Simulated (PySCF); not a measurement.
# Predicted spectroscopic data

- PBE0/pcSseg-1 with gauge-including orbitals
- geometry: GFN2-xTB
- code: PySCF
- fast rotation and ring inversion assumed for equivalent nuclei, single conformer, relativity neglected, gas phase

Chemical shifts δ = σref − σ; 1H (σref 31.72), 13C (σref 186.93) vs TMS, all at this level. Splittings of carbon signals by F and P are missing where no couplings were computed. Where no couplings were computed, multiplicities follow the n + 1 count of equivalent neighbours, and m marks all less simple cases (inequivalent or close neighbours, rings, F or P nearby). Shifts are as computed. Against solution values, carbons near 30 ppm lie about +3 ppm off and those near 130 ppm about +5 ppm. Of 1211 compounds with measured shifts, 218 miss one by over three times the rms of a fit or turn the order of signals round; such compounds aren't used in these exercises.

Compound 1 (C5H12OP2). 1H NMR (600 MHz, computed): δ 3.95 (m, 4H), 2.65 (m, 2H), 1.55 (m, 4H), 1.17 (m, 2H). 13C{1H} NMR (computed): δ 70.2, 33.8, 20.7. Structure: `PCP1CCOCC1`.

Compound 2 (C6H11N3). 1H NMR (600 MHz, computed): δ 7.54 (s, 1H), 4.69 (sept, 1H), 2.48 (s, 3H), 1.52 (d, 6H). 13C{1H} NMR (computed): δ 146.2, 138.6, 57.4, 25.2, 12.8. Structure: `Cc1cnn(C(C)C)n1`.
